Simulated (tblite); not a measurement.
C₈H₉N₃Se.
Numbering: `[CH3:1][N:2]([CH3:3])[c:4]1[cH:5][cH:6][c:7]2[se:8][n:9][n:10][c:11]2[cH:12]1` (hydrogens: H13, H14, H15 on C1; H16, H17, H18 on C3; H19 on C5; H20 on C6; H21 on C12)

Computed with GFN2-xTB (tblite), gas phase: L-BFGS steps from a force-field or distance-geometry start until the largest atomic force falls under 0.01 eV/Å.

Step 0: E = -914.6893 eV
```
atom  x, y, z in Å  |  force x, y, z in eV/Å
C1      2.3095   -1.1038    0.5529    0.227   1.030   1.083
N2      1.5291    0.0599    0.1459   -0.741  -0.312  -0.259
C3      2.2810    1.2570   -0.1814   -0.081   0.048  -0.356
C4      0.1137    0.0874    0.0708    3.352  -1.756   0.766
C5     -0.4666    1.2630   -0.3113   -1.012   1.281  -0.515
C6     -1.8438    1.2921   -0.3965    0.525   0.584  -0.095
C7     -2.5479    0.1652   -0.0790   -3.339   1.558  -0.655
Se8    -4.5603   -0.0043   -0.1151    2.107  -0.987   0.378
N9     -4.0996   -1.8220    0.4691    2.171   0.689  -0.061
N10    -2.8566   -1.9916    0.5865   -3.340  -1.468   0.250
C11    -2.0092   -1.0260    0.3197    2.111   0.213   0.057
C12    -0.6052   -1.0571    0.4003   -0.368  -0.432   0.118
H13     2.4154   -1.0648    1.6779    0.014  -0.273  -0.800
H14     3.3248   -0.9856    0.1274   -0.612  -0.389   0.133
H15     1.8666   -2.0584    0.2904    0.043   0.139  -0.257
H16     2.0434    2.0922    0.5302    0.337  -0.587  -0.631
H17     3.3618    1.0390   -0.1723   -0.509   0.149   0.284
H18     2.0518    1.5434   -1.2373    0.108   0.152   0.675
H19     0.1593    2.1227   -0.5494   -0.653  -0.253   0.071
H20    -2.3488    2.1841   -0.6904   -0.237   0.392  -0.144
H21    -0.1274   -1.9754    0.7158   -0.105   0.221  -0.043
```

Question: Estimate the geometry and energy of step 1. (The exact step hangs on the optimiser's Hessian estimate; all steps are aligned on step 0, rigid shifts and turns removed.)

Answer: E = -915.1089 eV, largest force 2.416 eV/Å
```
atom  x, y, z in Å  |  force x, y, z in eV/Å
C1      2.3127   -1.0891    0.5683   -0.140   0.222   0.244
N2      1.5185    0.0554    0.1422    1.023  -0.171  -0.112
C3      2.2798    1.2577   -0.1865   -0.181  -0.193  -0.116
C4      0.1616    0.0623    0.0817   -0.267   0.482  -0.097
C5     -0.4810    1.2813   -0.3186    0.723  -1.330   0.383
C6     -1.8363    1.3004   -0.3979   -0.687   0.321  -0.090
C7     -2.5956    0.1874   -0.0883   -1.101  -0.197   0.007
Se8    -4.5302   -0.0184   -0.1097    1.379  -0.255   0.122
N9     -4.0686   -1.8122    0.4682   -1.911   0.519  -0.225
N10    -2.9043   -2.0126    0.5901    2.409  -0.132   0.123
C11    -1.9790   -1.0229    0.3205   -1.301   0.339  -0.152
C12    -0.6105   -1.0632    0.4020    0.899  -0.041   0.067
H13     2.4156   -1.0687    1.6665    0.042  -0.138  -0.176
H14     3.3161   -0.9912    0.1293   -0.385  -0.261   0.099
H15     1.8672   -2.0564    0.2868    0.194   0.496  -0.078
H16     2.0482    2.0838    0.5212    0.226  -0.407  -0.456
H17     3.3545    1.0411   -0.1682   -0.333   0.065   0.248
H18     2.0533    1.5455   -1.2277    0.020   0.184   0.351
H19     0.1500    2.1191   -0.5484   -0.424   0.175  -0.054
H20    -2.3522    2.1897   -0.6925   -0.130   0.421  -0.145
H21    -0.1289   -1.9722    0.7151   -0.056  -0.098   0.059
```

The energy changes by -0.4196 eV. The first-order estimate −F·Δx gives -0.9769 eV and the mean of the old and new forces, exact on a quadratic surface, -0.4125 eV. The step makes an angle of 0° with the force vector and moves no atom by more than 0.055 Å.

What follows is the cost of the whole relaxation. Time: 0.87 s wall. Hardware: one thread, Arm Neoverse V1 (aarch64), shared host with 32 logical CPUs at a one-minute load of 20.
